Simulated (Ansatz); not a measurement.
Reaction (cleavage of the P–Ge bond): `[OH][GeH]([PH2])[Br]` + `C[SeH]` → `C[Se]P` + `[OH][GeH2][Br]`

Computed with Ansatz on PBE0-D4/def2-TZVP structures; ΔE is electronic, products minus reactants. CBS: MP2 limit from def2 TZ/QZ plus the TZ coupled-cluster correction, frozen cores. Functionals use def2-TZVPP. For Br, Ge, Se outer-core shells are correlated without core-valence functions, which leaves a few kJ/mol of doubt a bond. Scalar relativity is left out up to krypton. One conformer a species, not always the lowest.

`[OH][GeH]([PH2])[Br]`:

Z-matrix (Å, degrees):
```
Ge
P 1 2.301
Br 1 2.318 2 108.1
O 1 1.770 2 104.8 3 -116.2
H 1 1.540 2 119.1 3 120.0
H 2 1.423 1 92.1 3 -163.5
H 2 1.421 1 91.4 3 -70.6
H 4 0.961 1 113.2 2 177.8
```

`C[SeH]`:

Cartesian coordinates in Å:
```
C 0.506 -0.076 0.192
Se -1.185 0.872 -0.004
H 0.345 -1.058 0.632
H 1.111 0.527 0.867
H 1.011 -0.159 -0.768
H -1.787 -0.107 -0.918
```

`C[Se]P`:

Cartesian coordinates in Å:
```
C 1.212 -0.774 -0.244
Se -0.315 0.093 -1.095
P -1.268 0.867 0.793
H 0.876 -1.565 0.422
H 1.809 -0.043 0.297
H 1.804 -1.203 -1.053
H -1.523 2.190 0.348
H -2.594 0.436 0.531
```

`[OH][GeH2][Br]`:

Z-matrix (Å, degrees):
```
Ge
Br 1 2.310
O 1 1.766 2 109.2
H 1 1.527 2 109.0 3 -114.7
H 1 1.535 2 106.2 3 120.2
H 3 0.961 1 113.1 2 59.2
```

| level | ΔE (eV) |
| --- | --- |
| BLYP-D4 | 0.10 |
| r2SCANh | 0.10 |

Q: What does CCSD(T)/CBS give? (Estimate.)

A: The calculation gave: +0.10 eV. The listed levels differ from it by 0.00, 0.00 eV.

Q: What do rigid-rotor, harmonic-oscillator terms from PBE0-D4/def2-TZVP frequencies (298.15 K, 1 bar) make of the CCSD(T)/CBS value? (Best estimate.)

A: Computed: ΔZPE = +0.03 eV, ΔH = +0.11 eV, ΔS = 1 J/(mol·K), ΔG = +0.11 eV.

Largest T1 diagnostic among the species: 0.011.

Leaving LDA and LC-ωPBE aside and taking each functional with its dispersion term where it has one, the values, not all of them listed here, spread over 0.01 eV, from B2PLYP to PBE-D4. At CCSD(T), def2-SVP lies +0.07 eV from the extrapolated value and def2-TZVPP +0.04 eV.
